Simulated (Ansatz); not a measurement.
`C[CH2][Ga]([Br])[CH](C)C`, relaxed with RKS PBE-D4/def2-SVP in Ansatz 0.2.0 from a rough embedded geometry. The force threshold is 0.03 eV/Å; the program also tests the step.

Charge 0, multiplicity 1.

Start:

```xyz
19

C    -0.662   -2.199   -0.310
C    -0.666   -1.144   -1.459
Ga   -0.567    0.281   -0.475
Br   -3.239    0.988   -0.468
C     0.247    1.253    0.240
C     1.713    1.115   -0.219
C     0.112    0.991    1.713
H     0.257   -2.044    0.238
H    -1.500   -1.918    0.335
H    -0.721   -3.170   -0.704
H    -1.561   -1.260   -2.069
H     0.249   -1.318   -2.116
H    -0.120    2.331   -0.006
H     1.796    1.302   -1.292
H     2.076    0.068    0.025
H     2.380    1.862    0.284
H     0.446   -0.006    1.958
H    -0.948    1.129    2.005
H     0.706    1.740    2.318
```

| step | energy (eV) | largest force (eV/Å) | largest move (Å) |
| --- | --- | --- | --- |
| 1 | -127756.0670 | 19.670 | 0.000 |
| 2 | -127760.2826 | 7.711 | 0.195 |
| 3 | -127761.7843 | 2.527 | 0.195 |
| 4 | -127762.0408 | 1.253 | 0.200 |
| 5 | -127762.2006 | 0.297 | 0.171 |
| 6 | -127762.2249 | 0.234 | 0.104 |
| 7 | -127762.2330 | 0.084 | 0.080 |
| 8 | -127762.2383 | 0.100 | 0.115 |
| 9 | -127762.2401 | 0.067 | 0.057 |
| 10 | -127762.2413 | 0.037 | 0.065 |
| 11 | -127762.2423 | 0.040 | 0.053 |
| 13 | -127762.2449 | 0.098 | 0.077 |
| 15 | -127762.2490 | 0.071 | 0.147 |
| 17 | -127762.2522 | 0.123 | 0.036 |
| 19 | -127762.2588 | 0.116 | 0.196 |
| 21 | -127762.2639 | 0.108 | 0.118 |
| 23 | -127762.2688 | 0.189 | 0.142 |
| 25 | -127762.2737 | 0.131 | 0.037 |
| 27 | -127762.2769 | 0.120 | 0.128 |
| 29 | -127762.2799 | 0.022 | 0.062 |
| 31 | -127762.2811 | 0.033 | 0.092 |
| 33 | -127762.2822 | 0.043 | 0.004 |
| 35 | -127762.2827 | 0.015 | 0.045 |
| 37 | -127762.2837 | 0.038 | 0.006 |
| 39 | -127762.2843 | 0.021 | 0.060 |

End:

```xyz
19

C    -1.293   -2.829   -1.110
C    -0.417   -1.588   -1.306
Ga   -0.730   -0.093   -0.035
Br   -2.786   -0.198    1.094
C     0.363    1.525    0.394
C     1.808    1.370   -0.102
C     0.280    1.910    1.876
H    -1.105   -3.314   -0.130
H    -2.373   -2.578   -1.134
H    -1.106   -3.591   -1.896
H    -0.571   -1.143   -2.316
H     0.667   -1.834   -1.258
H    -0.136    2.323   -0.204
H     1.864    1.132   -1.185
H     2.345    0.562    0.440
H     2.391    2.304    0.060
H     0.758    1.146    2.526
H    -0.768    2.023    2.219
H     0.807    2.872    2.068
```

Hardware: 4 threads of an AMD EPYC 7R13 on a shared host and a share of an NVIDIA H100 80 GB. Wall time 31 s, peak host memory 0.86 GiB.
